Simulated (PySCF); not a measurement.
Compound: C₆H₁₃BO₂.
Cartesian coordinates in Å at the PBE0-D3(BJ)/def2-SVP level; atoms count from 1:
```xyz
22
C6H13BO2 angstrom
C      2.9540    0.1142   -0.7352
C      2.4780   -0.9903    0.1635
C      1.3597   -0.9580    0.8979
C      0.3824    0.1691    0.9500
B     -0.9612   -0.0670    0.1413
O     -1.1624   -1.2518   -0.4825
C     -2.3235   -1.5551   -1.2108
O     -1.9409    0.8813    0.0612
C     -1.8352    2.1427    0.6556
H      3.1291    1.0525   -0.1809
H      2.2199    0.3440   -1.5261
H      3.8972   -0.1494   -1.2332
H      3.0918   -1.8961    0.2102
H      1.1117   -1.8422    1.4954
H      0.0894    0.3696    1.9992
H      0.8378    1.1115    0.5984
H     -2.0534   -1.7692   -2.2571
H     -2.7916   -2.4588   -0.7892
H     -3.0522   -0.7310   -1.1910
H     -2.7592    2.7026    0.4497
H     -1.7106    2.0771    1.7500
H     -0.9871    2.7206    0.2498
```

All values: PBE0/pcSseg-1 (PySCF, non-relativistic), on one gas-phase PBE0-D3(BJ)/def2-SVP geometry that isn't relaxed in the solvent. The solvent is an IEF-PCM continuum (van der Waals radii × 1.2). The model holds no explicit solvent molecules, cavitation or dispersion.

Gas phase at PBE0/pcSseg-1: HOMO -6.49 eV, LUMO 0.87 eV, dipole 1.86 D.

Q: What does the continuum do to the energy, the frontier levels and the dipole at PBE0/pcSseg-1 in dimethylsulfoxide?

A: 
```
          solvent      ε  E(solvent) − E(gas) (kJ/mol)  polarisation term (kJ/mol)  distortion of the solute (kJ/mol)  HOMO (eV)  LUMO (eV)  dipole (D)
dimethylsulfoxide  46.83                        -20.69                      -23.47                               2.78      -6.69       0.69        2.40
```

Polarisation term: ½ Σ q·V over the induced surface charges. Distortion: the rise of the solute's own energy as its density leaves the gas-phase optimum.

Q: Which radius a makes the point-dipole formula ΔE = −[(ε − 1)/(2ε + 1)]·μ²/a³ give the value in dimethylsulfoxide, with the gas-phase dipole?

A: μ = 0.730 au and |ΔE| = 0.00788 Eh give a = 1.69 Å; the farthest nucleus lies 4.09 Å from the centroid of the nuclei, so such a sphere wouldn't even hold the nuclei. The formula assumes a rigid point dipole at the centre of a sphere.

Q: Give the dipole vector in the frame of the coordinates (D, pointing from negative to positive charge), gas and dimethylsulfoxide.

A: Gas (-1.06, 1.52, 0.11), solvent (-1.18, 2.08, 0.21). Its length changes by +29 % and its direction by 6°.

Q: Which Mulliken charges (PBE0/pcSseg-1) respond most in dimethylsulfoxide (means over atoms taken as equivalent)?

A: 
```json
{"atoms": "C3", "environment": "alkene CH carbon", "gas (e)": "-0.149", "solvent (e)": "-0.185", "change": "-0.036"}
{"atoms": "C2", "environment": "alkene CH carbon", "gas (e)": "-0.237", "solvent (e)": "-0.267", "change": "-0.030"}
{"atoms": "O6/O8", "environment": "boron-bound oxygen", "gas (e)": "-0.505", "solvent (e)": "-0.525", "change": "-0.020"}
{"atoms": "H15/H16", "environment": "methylene hydrogen", "gas (e)": "+0.136", "solvent (e)": "+0.153", "change": "+0.017"}
{"atoms": "C7/C9", "environment": "methoxy carbon", "gas (e)": "-0.032", "solvent (e)": "-0.043", "change": "-0.011"}
{"atoms": "H17 (×6)", "environment": "methyl hydrogen", "gas (e)": "+0.112", "solvent (e)": "+0.122", "change": "+0.010"}
```

Q: Which Mayer bond orders change most in dimethylsulfoxide?

A: 
```
  bond  length (Å)    gas  solvent  change
 O8–C9       1.398  0.906    0.890  -0.016
 O6–C7       1.404  0.890    0.877  -0.013
 C2–C3       1.338  1.970    1.958  -0.012
 B5–O8       1.366  1.122    1.133  +0.011
 B5–O6       1.354  1.207    1.198  -0.009
C4–H15       1.108  0.930    0.924  -0.006
 C3–C4       1.493  1.058    1.053  -0.005
 C4–B5       1.586  0.927    0.932  +0.005
```

Q: How do the nuclear quadrupole coupling constants eQVzz/h respond in dimethylsulfoxide?

A: 
| nucleus | Q (barn) | gas (MHz) | solvent (MHz) | η gas | η solvent |
| --- | --- | --- | --- | --- | --- |
| 11B at B5 | 0.04059 | 3.17 | 3.19 | 0.39 | 0.38 |
| 17O at O6 | -0.0256 | -9.69 | -9.53 | 0.01 | 0.02 |
| 17O at O8 | -0.0256 | -9.94 | -9.67 | 0.09 | 0.09 |
